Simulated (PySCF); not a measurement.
**Atomic charges against the basis set**

Compound: C₂H₉NSi.
Bonds: C1–N2, N2–Si3, Si3–C4. Hydrogens: H5, H6, H7 on C1; H8 on N2; H9, H10 on Si3; H11, H12, H13 on C4.

PBE0 throughout (PySCF), one geometry, spherical d and f functions. One conformer (not necessarily the lowest) at the PBE0-D3(BJ)/def2-SVP geometry, without solvent, vibrations or thermal averaging. Atoms taken as equivalent share a column and are averaged. The first 7 of 8 kinds of atom are listed.

Mulliken charges (e):

```csv
basis,functions,C1,N2,Si3,C4,H5/H6/H7,H8,H9/H10
pcSseg-0,58,-0.394,-1.036,+1.046,-1.189,+0.219,+0.330,-0.092
6-31G*,78,-0.365,-0.728,+0.617,-0.769,+0.172,+0.344,-0.101
cc-pVDZ,105,+0.008,-0.354,+0.361,-0.268,+0.042,+0.109,-0.087
def2-SVP,105,+0.054,-0.474,+0.516,-0.362,+0.037,+0.144,-0.107
"6-311+G(2d,p)",170,-0.376,-0.612,+0.812,-0.752,+0.134,+0.230,-0.093
aug-cc-pVDZ,177,+0.804,-0.381,+0.168,+0.426,-0.202,-0.178,+0.241
def2-TZVP,184,-0.278,-0.432,+0.319,-0.499,+0.122,+0.215,-0.052
IGLO-III,239,-0.357,-0.483,+0.914,-0.637,+0.116,+0.198,-0.202
cc-pVTZ,250,-0.195,-0.263,+0.274,-0.391,+0.088,+0.127,-0.065
```

IAO charges (e):

```json
{"basis": "pcSseg-0", "functions": "58", "C1": "-0.302", "N2": "-0.633", "Si3": "+0.768", "C4": "-0.724", "H5/H6/H7": "+0.133", "H8": "+0.250", "H9/H10": "-0.118"}
{"basis": "6-31G*", "functions": "78", "C1": "-0.290", "N2": "-0.665", "Si3": "+0.872", "C4": "-0.722", "H5/H6/H7": "+0.130", "H8": "+0.256", "H9/H10": "-0.151"}
{"basis": "cc-pVDZ", "functions": "105", "C1": "-0.289", "N2": "-0.660", "Si3": "+0.867", "C4": "-0.719", "H5/H6/H7": "+0.129", "H8": "+0.256", "H9/H10": "-0.150"}
{"basis": "def2-SVP", "functions": "105", "C1": "-0.281", "N2": "-0.656", "Si3": "+0.884", "C4": "-0.714", "H5/H6/H7": "+0.126", "H8": "+0.252", "H9/H10": "-0.156"}
{"basis": "6-311+G(2d,p)", "functions": "170", "C1": "-0.302", "N2": "-0.691", "Si3": "+0.905", "C4": "-0.745", "H5/H6/H7": "+0.135", "H8": "+0.266", "H9/H10": "-0.157"}
{"basis": "aug-cc-pVDZ", "functions": "177", "C1": "-0.300", "N2": "-0.680", "Si3": "+0.871", "C4": "-0.733", "H5/H6/H7": "+0.134", "H8": "+0.265", "H9/H10": "-0.148"}
{"basis": "def2-TZVP", "functions": "184", "C1": "-0.300", "N2": "-0.690", "Si3": "+0.916", "C4": "-0.748", "H5/H6/H7": "+0.134", "H8": "+0.265", "H9/H10": "-0.160"}
{"basis": "IGLO-III", "functions": "239", "C1": "-0.303", "N2": "-0.693", "Si3": "+0.915", "C4": "-0.748", "H5/H6/H7": "+0.135", "H8": "+0.267", "H9/H10": "-0.159"}
{"basis": "cc-pVTZ", "functions": "250", "C1": "-0.302", "N2": "-0.685", "Si3": "+0.902", "C4": "-0.745", "H5/H6/H7": "+0.134", "H8": "+0.265", "H9/H10": "-0.156"}
```

Hirshfeld charges (e):

```
        basis  functions      C1      N2     Si3      C4  H5/H6/H7      H8  H9/H10
     pcSseg-0         58  -0.057  -0.245  +0.374  -0.200    +0.033  +0.108  -0.096
       6-31G*         78  -0.050  -0.249  +0.324  -0.196    +0.035  +0.118  -0.093
      cc-pVDZ        105  -0.063  -0.236  +0.351  -0.207    +0.035  +0.116  -0.097
     def2-SVP        105  -0.065  -0.237  +0.357  -0.210    +0.036  +0.116  -0.099
6-311+G(2d,p)        170  -0.068  -0.256  +0.363  -0.213    +0.039  +0.114  -0.093
  aug-cc-pVDZ        177  -0.075  -0.256  +0.366  -0.222    +0.040  +0.114  -0.091
    def2-TZVP        184  -0.071  -0.252  +0.356  -0.216    +0.039  +0.117  -0.093
     IGLO-III        239  -0.076  -0.252  +0.357  -0.218    +0.040  +0.115  -0.090
      cc-pVTZ        250  -0.071  -0.249  +0.356  -0.217    +0.039  +0.117  -0.094
```

ESP-fitted charges (e):

| basis | functions | C1 | N2 | Si3 | C4 | H5/H6/H7 | H8 | H9/H10 |
| --- | --- | --- | --- | --- | --- | --- | --- | --- |
| pcSseg-0 | 58 | +0.062 | -0.844 | +0.909 | -0.810 | +0.048 | +0.362 | -0.203 |
| 6-31G* | 78 | +0.030 | -0.702 | +0.612 | -0.548 | +0.046 | +0.345 | -0.150 |
| cc-pVDZ | 105 | +0.038 | -0.618 | +0.551 | -0.473 | +0.038 | +0.309 | -0.144 |
| def2-SVP | 105 | +0.064 | -0.653 | +0.619 | -0.515 | +0.032 | +0.316 | -0.159 |
| 6-311+G(2d,p) | 170 | +0.023 | -0.679 | +0.614 | -0.549 | +0.046 | +0.330 | -0.151 |
| aug-cc-pVDZ | 177 | +0.034 | -0.658 | +0.617 | -0.540 | +0.041 | +0.315 | -0.153 |
| def2-TZVP | 184 | +0.020 | -0.658 | +0.617 | -0.539 | +0.045 | +0.324 | -0.156 |
| IGLO-III | 239 | +0.040 | -0.664 | +0.613 | -0.535 | +0.040 | +0.320 | -0.153 |
| cc-pVTZ | 250 | +0.012 | -0.636 | +0.613 | -0.535 | +0.045 | +0.313 | -0.156 |

Some averages cover members that differ in this geometry, most widely: H5/H6/H7, Mulliken in aug-cc-pVDZ -0.249 to -0.132; H9/H10, Mulliken in aug-cc-pVDZ +0.208 to +0.274; H9/H10, IAO in pcSseg-0 -0.137 to -0.100; H9/H10, IAO in aug-cc-pVDZ -0.167 to -0.130 e.

Which scheme is steadiest as the basis changes?

Largest range over the bases for any column: Hirshfeld 0.05 e, IAO 0.15 e, ESP-fitted 0.36 e, Mulliken 1.61 e. Hirshfeld charges move least and Mulliken charges most, counted in e.

How much do the charges still move between the two largest bases, IGLO-III and cc-pVTZ?

At most, over all atoms: Mulliken 0.640 e, IAO 0.013 e, Hirshfeld 0.005 e, ESP-fitted 0.028 e.

What do the same runs give for the total energy, the frontier levels and the dipole moment?

```tsv
basis	energy (Eh)	HOMO (eV)	LUMO (eV)	μ (D)
pcSseg-0	-424.9411	-6.32	1.54	0.88
6-31G*	-425.5755	-6.35	1.58	0.84
cc-pVDZ	-425.5988	-6.38	1.49	0.87
def2-SVP	-425.4118	-6.46	1.44	0.89
6-311+G(2d,p)	-425.6539	-6.63	0.15	0.81
aug-cc-pVDZ	-425.6119	-6.58	-0.11	0.78
def2-TZVP	-425.6662	-6.62	0.89	0.85
IGLO-III	-425.6718	-6.62	0.58	0.83
cc-pVTZ	-425.6650	-6.58	0.96	0.86
```

The dipole is fixed by the density alone, so its range of 0.11 D shows that the density itself changes with the basis, not only its division among atoms.
